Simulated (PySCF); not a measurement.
Gas-phase reaction: GeO2 + GeCl4 = 2 GeO + 4 Cl, at 1800 K and a standard pressure of 1 bar. Level: ωB97M-V/def2-TZVP†.

Method: PySCF energies plus ideal-gas RRHO corrections (1 bar). † marks an energy on the PBE0/def2-TZVP geometry and frequencies. Open shells (unrestricted): Cl (multiplicity 2, electronic degeneracy 6); the rest are closed-shell singlets. Spin-orbit splitting is ignored; it lowers the true energy and changes the entropy of Cl. Ge: all electrons, no relativistic terms. GeO2: computed as isolated molecules; such fragments, hydroxides, amides, oligomers or adducts are transient or little studied in the gas. The harmonic model lacks anharmonicity and excited electronic states, which grow with temperature; levels with a mode under 35 cm⁻¹ are left out.

```csv
species,E (Ha),H(1800 K) − E (kJ/mol),S°(1800 K) (J/mol/K)
GeO2,-2227.32083,113.9,345.8
GeCl4,-3917.84212,195.3,536.8
GeO,-2152.13279,68.2,285.9
Cl,-460.12517,37.4,205.6
```
E: electronic energy; H − E holds the zero-point and thermal terms. 1 Ha = 2625.5 kJ/mol.

Question: Work out ΔH°, ΔS°, ΔG° and log10 K from these numbers.

Answer: 1. ΔE = 2×(-2152.13279) + 4×(-460.12517) − 1×(-2227.32083) − 1×(-3917.84212) = 0.39669 Ha = 1041.5 kJ.
2. Δ(H − E) = 2×(68.2) + 4×(37.4) − 1×(113.9) − 1×(195.3) = -23.2 kJ, so ΔH° = 1018.3 kJ.
3. ΔS° = 2×(285.9) + 4×(205.6) − 1×(345.8) − 1×(536.8) = 511.6 J/K; the number of gas molecules changes by +4.
4. ΔG° = ΔH° − TΔS° = 1018.3 − 1800×(511.6)/1000 = 97.4 kJ.
5. log10 K = −ΔG°/(RT ln 10) = -2.83, with RT ln 10 = 34.46 kJ/mol; at standard pressures the reactants are favoured.
6. A shift of 10 kJ in ΔE would move log10 K by 0.29 here.
7. With ΔH° and ΔS° held fixed, ΔG° changes sign near ΔH°/ΔS° = 1990 K.
8. Lowering the total pressure from 1 bar to 0.01 bar multiplies the mole-fraction quotient K_x = K (p/p°)^(−Δn) by 10^8, which pushes the balance towards the products.
For scale, ΔH°(298 K) is 1033 kJ at this level, 1048 kJ at ωB97X-V/def2-TZVP†, and runs from 633 to 1266 kJ over the 20 levels computed.
